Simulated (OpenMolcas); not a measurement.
An OpenMolcas run meant for Kr6+ (ANO-RCC-VQZP, DKH3; inactive shells 1s 2s 2p 3s 3p 3d; intended active space 2 electrons in 4 orbitals (4s 4p)). One step of its input:

```
&CASPT2
Multistate=1 1
Frozen=3 6
IPEA=-0.5
Imaginary=0.1
MaxIter=60
WThr=0.0 0.3 0.05
PrWF=0.5
NoMix
```

The run finished. Its levels beside those of a sound run (SS-CASPT2, IPEA 0.25 Eh, imaginary shift 0.1 Eh (closed shells correlated: 3d)), in cm⁻¹ above each run's lowest level:

```json
{"Level": "4s² ¹S₀", "This run": "0.0", "Usual run": "0.0"}
{"Level": "4s 4p ³P°₀", "This run": "115565", "Usual run": "115851"}
{"Level": "4s 4p ³P°₁", "This run": "118027", "Usual run": "118320"}
{"Level": "4s 4p ³P°₂", "This run": "123728", "Usual run": "124013"}
{"Level": "4s 4p ¹P°₁", "This run": "171210", "Usual run": "172951"}
```

**Question.** Which setting is unsound, and how much does it matter here?

**Answer.** The IPEA shift is negative. Against the sound run the excited levels shown move by 650 cm-1 on average and by 1700 cm-1 at most.

Some high roots are left out of the spin-orbit mixing, which shifts the levels that they would mix with. Levels of configurations outside the active space are missing.

° marks odd parity.
